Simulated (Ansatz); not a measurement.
Reaction (redistribution): `C[BH][AlH][OH]` + `F[Si]1([AlH2])C[SiH2]1` → `C[BH][AlH][AlH2]` + `O[Si]1(F)C[SiH2]1`

Gas-phase electronic energies from Ansatz, PBE0-D4/def2-TZVP geometries. CCSD(T)/CBS is the MP2 limit (def2-TZVPP, def2-QZVPP) plus CCSD(T) − MP2 in def2-TZVPP, frozen cores. One conformer a species, not always the lowest.

```tsv
species	MP2/def2-QZVPP energy (Eh)
`C[BH][AlH][OH]`	-383.57207
`F[Si]1([AlH2])C[SiH2]1`	-961.51748
`C[BH][AlH][AlH2]`	-550.91735
`O[Si]1(F)C[SiH2]1`	-794.13306
```

**Question.** Work out ΔE.

**Answer.** ΔE = (-550.91735) + (-794.13306) − (-383.57207) − (-961.51748) = 0.03914 Eh = +24.6 kcal/mol. CCSD(T)/CBS gives +23.2 kcal/mol.

Largest T1 diagnostic among the species: 0.015.

From PBE to PBE0 (25 % exact exchange), in def2-TZVPP and without D4, ΔE moves by −2.2 kcal/mol. In def2-TZVPP, CCSD(T) changes the Hartree–Fock value by +9.6 kcal/mol (the triples alone add +2.0 kcal/mol) and MP2 by +11.2 kcal/mol.
